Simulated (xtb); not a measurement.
fluorine atom (F), doublet. Base run: GFN2-xTB (xtb).

Input for xtb:
```
$ xtb mol.xyz --gfn 2 --uhf 1 --json

# file mol.xyz
1

F      0.00000000     0.00000000     0.00000000
```

The base run was repeated with changes; each row names its change, and settings that it needs were set with it.

| change | ΔE vs base (mEh) | SCF cycles |
|---|---|---|
| base | 0.000 | 3 |
| acc = 0.0001 | 0.000 | 3 |
| etemp = 10 | 1.754 | 3 |
| alpb = ch2cl2 | 3.626 | 3 |

ALPB and GBSA are two models with their own fitted parameters for each solvent, which aren't always the measured dielectric constant.
